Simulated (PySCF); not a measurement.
C4H5BF2, SMILES C1[C@H](B(C1=C)F)F.

Geometry optimised at PBE0-D3(BJ)/def2-SVP. The structure was generated by enumeration; whether it is a known compound was not checked.

Two levels are set side by side: PBE/def2-TZVP (PySCF) and B3LYP/def2-TZVP (PySCF). Same geometry, gas phase. Differences are taken from unrounded values.

```json
[
 {"quantity": "orbital gap (eV)", "B3LYP": "5.57", "PBE": "3.62", "PBE minus B3LYP": "-1.94"},
 {"quantity": "highest occupied level (eV)", "B3LYP": "-7.83", "PBE": "-6.60", "PBE minus B3LYP": "1.22"},
 {"quantity": "lowest empty level (eV)", "B3LYP": "-2.26", "PBE": "-2.98", "PBE minus B3LYP": "-0.72"},
 {"quantity": "dipole moment (D)", "B3LYP": "2.58", "PBE": "2.42", "PBE minus B3LYP": "-0.17"},
 {"quantity": "mean polarisability (bohr³)", "B3LYP": "60.2", "PBE": "61.9", "PBE minus B3LYP": "1.7"}
]
```

Without exact exchange PBE keeps part of each electron's self-repulsion, which lifts occupied levels and narrows the gap. Differences between two approximate levels are no errors against the true value.

Rough cost on one machine, each run with all the roots and properties that it gave: B3LYP against PBE within a factor of 2.
